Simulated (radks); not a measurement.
Values are calculated unless marked as measured or tabulated.
Question: Ge I, configuration [Ar] 3d10 4s2 4p2. Level of theory: Dirac Kohn-Sham, PBE, spin-unpolarised, spherical densities, finite nucleus; open shells fill j = l - 1/2 first; Fermi nuclear charge, rms radius 4.0742 fm (a radial shooting solver on a logarithmic mesh with Libxc functionals).

Spin-orbit splittings of the eigenvalues, e(l+1/2) - e(l-1/2), with zeta = 2 splitting/(2l+1) and mean radii in bohr:

shell  occ.  splitting (eV)  zeta (eV)  <r> j=l-1/2  <r> j=l+1/2
2p        6           31.87      21.25       0.1812       0.1848
3p        6           4.276      2.851       0.6398       0.6505
3d       10               ?          ?       0.7335       0.7389
4p        2          0.1850     0.1234        2.871        2.931

Estimate the 3d splitting.

Answer: 0.5848 eV (zeta = 0.2339 eV).
